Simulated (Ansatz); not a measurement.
Au₂Br, relaxed as a doublet with UKS PBE-D4/def2-TZVP in Ansatz, starting from the GFN2-xTB geometry. Force threshold 0.02 eV/Å.

In the def2 sets Au takes a core potential; there is no spin–orbit coupling. The relaxation made no stability test and no search for a lower SCF solution. The structure comes from a short search, and lower isomers may exist.

Start:

```xyz
3

Au   -0.275   -0.070   -0.524
Au   -1.352   -1.379    1.395
Br    1.628    1.449   -0.871
```

Estimate the energy that the relaxation releases and the steps that it takes.

5.3 kJ/mol, in 5 steps; 8.5 s on 4 threads of Arm Neoverse V2 on a shared host. No frequencies were taken in this run, so the end may be a saddle point.

Does the start keep its bonding and symmetry?

By distances, no bond broke or formed. The bond that changes most is Au1–Br3, from 2.46 to 2.38 Å (atoms count from 1). Point group Cs at the start, Cs at the end, both within 0.05 Å.

Predict the relaxed structure.


```xyz
3

Au   -0.1558   -0.0247   -0.3527
Au   -1.4406   -1.4311    1.3413
Br    1.5964    1.4558   -0.9886
```
Bond lengths (bridged metal pairs left out): 1 × Au–Au 2.55 Å; 1 × Au–Br 2.38 Å.
